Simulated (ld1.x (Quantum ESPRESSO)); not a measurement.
# Ranking TM semilocal potentials for indium (In)

All share these settings but for the change named:

In (Z = 49), norm-conserving Troullier–Martins (semilocal form), made with ld1.x (Quantum ESPRESSO) 7.5 (PBE, scalar-relativistic). Core [Kr] 4d10, reference 5s2 5p0 (charge +1). Waves: 5p (bound, empty): rc 2.65 bohr; 5d channel at 0.25 Ry: rc 2.00 bohr; 5s (bound): rc 1.80 bohr. Local part: the s channel. Core correction: none.

Cutoff: the first of the cutoffs (Ry, on a coarse ladder) from which the occupation-weighted sum of valence levels, in a spherical-Bessel basis at the reference potential, stays within 10 and 1 mRy of its value at 400 Ry; the density cutoff is not measured.

The base gives 21 Ry.

Of 6 variants that were run, those that failed, showed a ghost or another fault, or gave nearly equal values are left out.

A variant can come out equal or close to the base.

(1) Rank these variants from softest to hardest (loose cutoff).
A. functional PBEsol
B. wave 5s (bound): rc 1.80 bohr becomes 5s (bound): rc 1.90 bohr
C. all radii scaled by about 1.36 (s 2.44, p 3.60, d 2.72 bohr)

Answers

(1) C (15 Ry), B (18 Ry), A (21 Ry).
